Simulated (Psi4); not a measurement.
Here is a job for Psi4.
```
memory 2 GB

molecule mol {
0 2
Si    0.001724    0.000466    0.056068
H    -0.010252    1.411631   -0.273345
H     1.216916   -0.707481   -0.293446
H    -1.230798   -0.710680   -0.218166
}

set {
  basis def2-svp
  reference uhf
  freeze_core true
  mp2_type conv
  scf_type pk
  puream true
  d_convergence 1e-8
}

energy('mp2')
print_variables()
```

Question: What number of basis functions does MP2/def2-SVP in Psi4 1.11 give?

Answer: 33

Question: Give the MP2 correlation energy at the level MP2/def2-SVP.

Answer: -0.0942 Eh

These values belong to the state on which the SCF converged, which isn't shown to be the lowest.
